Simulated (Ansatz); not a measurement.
The same path of AlH3O + H4OSn (11 atoms, charge 0, multiplicity 1) was run twice with different band settings. Lost on the way: Sn1–O2, O7–H11. Made: Sn1–O7, O2–H11.

Computed with Ansatz 0.2.0, RKS BLYP/def2-SVP.

Relaxed end points:

```xyz
11
Properties=species:S:1:pos:R:3
Sn -0.016 0.646 -0.156
O -0.327 -0.144 1.720
H -1.236 0.039 2.033
H 1.680 0.459 -0.372
H -0.485 2.317 -0.030
H -1.003 -0.186 -1.308
O 0.431 -2.544 0.776
Al 0.886 -4.133 1.236
H 1.420 -5.060 0.059
H 0.752 -4.635 2.747
H 0.100 -1.807 1.357
```

```xyz
11
Properties=species:S:1:pos:R:3
Sn 0.203 -0.336 -0.420
O 0.066 0.197 2.547
H -0.889 0.214 2.758
H 1.564 0.681 -0.125
H -1.356 0.389 -0.236
H 0.315 -1.084 -1.993
O 0.290 -1.935 0.864
Al 0.536 -3.641 0.794
H 0.821 -4.360 -0.602
H 0.442 -4.420 2.178
H 0.211 -0.752 2.299
```

Common settings: climbing image yes; spring 5.0 eV/Å²; optimiser quadratic models (default); start path through a guess of the saddle point; force threshold 0.03 eV/Å; iteration limit 60; end points relaxed.

| run | movable images |
| --- | --- |
| 1 | 7 |
| 2 | 2 |

Task: What does each run give, and how far can it be trusted?

Result: Run 1: converged after 37 iterations, highest image 0.489 eV above the first end. A vibrational analysis at the climbing image gives one clearly imaginary mode, 664i cm⁻¹: a first-order saddle point.
Run 2: converged after 36 iterations, highest image 0.491 eV above the first end. Another band between the same ends (7 images) ends at a top of the same energy, where a vibrational analysis finds 1 clearly imaginary mode. So few images can step over the top or miss a turn of the path.
The orbitals stay closed-shell, which can raise the energy where a bond breaks towards radicals; this wasn't checked here.
